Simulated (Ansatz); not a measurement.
`O[Si]([SiH3])(Cl)Cl` and `O[SiH]([SiH3])Cl` differ in one atom or group.

Ansatz, PBE0-D4/def2-TZVP geometries, multiplicity 1. Each molecule was computed in one conformer, which needn't be the lowest.

```json
{"property": "HOMO–LUMO gap (PBE0/def2-TZVPP) / eV", "`O[Si]([SiH3])(Cl)Cl`": "8.25"}
{"property": "LUMO energy (B3LYP/def2-TZVPP) / eV", "`O[Si]([SiH3])(Cl)Cl`": "-0.46"}
{"property": "HOMO–LUMO gap (B3LYP/def2-TZVPP) / eV", "`O[Si]([SiH3])(Cl)Cl`": "7.86"}
{"property": "LUMO energy (PBE0/def2-TZVPP) / eV", "`O[Si]([SiH3])(Cl)Cl`": "-0.29"}
{"property": "size of the dipole moment (PBE/def2-TZVPP) / D", "`O[Si]([SiH3])(Cl)Cl`": "0.91"}
{"property": "HOMO–LUMO gap (ωB97M-V/def2-TZVPP) / eV", "`O[Si]([SiH3])(Cl)Cl`": "12.09"}
```

(1) What does the change do to each property? (Best estimate.)

## Answers

(1) Computed: 
```json
{"property": "HOMO–LUMO gap (PBE0/def2-TZVPP) / eV", "`O[SiH]([SiH3])Cl`": "7.79", "shift": "-0.46"}
{"property": "LUMO energy (B3LYP/def2-TZVPP) / eV", "`O[SiH]([SiH3])Cl`": "-0.56", "shift": "-0.10"}
{"property": "HOMO–LUMO gap (B3LYP/def2-TZVPP) / eV", "`O[SiH]([SiH3])Cl`": "7.38", "shift": "-0.48"}
{"property": "LUMO energy (PBE0/def2-TZVPP) / eV", "`O[SiH]([SiH3])Cl`": "-0.35", "shift": "-0.06"}
{"property": "size of the dipole moment (PBE/def2-TZVPP) / D", "`O[SiH]([SiH3])Cl`": "1.26", "shift": "0.35"}
{"property": "HOMO–LUMO gap (ωB97M-V/def2-TZVPP) / eV", "`O[SiH]([SiH3])Cl`": "11.56", "shift": "-0.53"}
```

With PBE0 the HOMO rises by 0.40 eV and the LUMO falls by 0.06 eV, so the gap narrows by about 0.46 eV. PBE moves the HOMO by 0.40 eV and ωB97M-V by 0.36 eV. Dipoles are sizes alone; their direction can turn.

B3LYP here is the variant with VWN-RPA as its local correlation; programs differ in this.
